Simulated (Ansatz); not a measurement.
Reaction (cleavage of the Si–Si bond): `O[SiH](O)[SiH](Cl)Cl` + `O[SiH](O)S` → `O[SiH](O)S[SiH](O)O` + `Cl[SiH2]Cl`

Calculated with Ansatz (gas phase, PBE0-D4/def2-TZVP geometries, no zero-point term in ΔE). CCSD(T)/CBS is the MP2 limit (def2-TZVPP, def2-QZVPP) plus CCSD(T) − MP2 in def2-TZVPP, frozen cores. DFT in def2-TZVPP. Each species was taken in one conformer, which may not be the lowest.

```json
{"species": "`O[SiH](O)[SiH](Cl)Cl`", "r2SCAN energy (Eh)": "-1652.38346"}
{"species": "`O[SiH](O)S`", "r2SCAN energy (Eh)": "-840.64323"}
{"species": "`O[SiH](O)S[SiH](O)O`", "r2SCAN energy (Eh)": "-1281.91988"}
{"species": "`Cl[SiH2]Cl`", "r2SCAN energy (Eh)": "-1211.14312"}
```

Problem. Work out ΔE.

Solution. ΔE = (-1281.91988) + (-1211.14312) − (-1652.38346) − (-840.64323) = -0.03631 Eh = -95.3 kJ/mol. CCSD(T)/CBS gives -95.2 kJ/mol.

Largest T1 diagnostic among the species: 0.012.

The D4 term adds −3.7 kJ/mol with B3LYP and −1.8 kJ/mol with PBE0; it sums over pairs of atoms, weighted by their polarisabilities, and B3LYP, whose exchange is more repulsive, gets the larger term. From PBE to PBE0 (25 % exact exchange), in def2-TZVPP and without D4, ΔE moves by −5.9 kJ/mol.

B3LYP here is the variant with VWN-RPA as its local correlation; programs differ in this.
